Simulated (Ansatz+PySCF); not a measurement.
Results of a calculation; reference values are marked as such.
## PySCF 2.14.0 run

```python
from pyscf import gto, dft

mol = gto.M(atom="""
Fe 0.000000 0.000000 0.000000
Cl 0.000000 0.000000 2.176000
""", basis='def2-svp', charge=0, spin=5)
mf = dft.UKS(mol, xc='pbe0')
mf.init_guess = 'minao'
mf.kernel()
while True:  # follow internal instabilities
    mo, _, stable, _ = mf.stability(return_status=True)
    if stable: break
    mf.kernel(mf.make_rdm1(mo, mf.mo_occ))
print(mf.converged, mf.e_tot, mf.spin_square()[0])
```

The script is written out from the run's settings.

Output:

```json
{"Converged": "yes", "Total energy": "-1723.23123 hartree", "Spin squared of the determinant": "8.752"}
```

Caution: other spin multiplicities were not run.
